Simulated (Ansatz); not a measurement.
The cluster Li4Te2⁺, relaxed as a doublet with UKS PBE-D4/def2-SVP in Ansatz, starting from the GFN2-xTB geometry. Force threshold 0.02 eV/Å.

In the def2 sets Te takes a core potential; there is no spin–orbit coupling. Another isomer (doublet) lies 0.52 eV lower at PBE0-D4/def2-TZVP; other spin states weren't run for this one.

Start:

```xyz
6

Li   -0.934    0.416   -0.860
Li    1.196    3.293   -2.791
Li    1.002   -0.353    0.912
Li   -1.330   -3.421    2.687
Te    1.492    1.656   -0.846
Te   -1.425   -1.591    0.899
```

```
step  energy (eV)  largest force component (eV/Å)  SCF passes
   1  -15401.6335                           0.338          38
   2  -15401.7300                           0.225          34
   3  -15401.7729                           0.143          33
   4  -15401.8178                           0.101          32
   5  -15401.8405                           0.140          30
   6  -15401.8479                           0.111          28
   7  -15401.8509                           0.011          29
   8  -15401.8512                           0.012          27
```

Force components are those of the run's own axes.

End:

Cartesian coordinates in Å:
```
Li -1.404 0.142 -0.754
Li 1.739 3.343 -2.641
Li 1.364 -0.052 0.847
Li -1.677 -3.489 2.490
Te 0.769 1.575 -1.129
Te -0.791 -1.519 1.188
```

By distances, no bond broke or formed. The bond that changes most is Li3–Te6, from 2.72 to 2.63 Å (atoms count from 1).

The force fell under the threshold at step 7, but the optimiser went on. No frequencies were taken in this run, so the end may be a saddle point.

Hardware: 4 threads of AMD EPYC 9B45 on a shared host. Wall time 6.5 s.
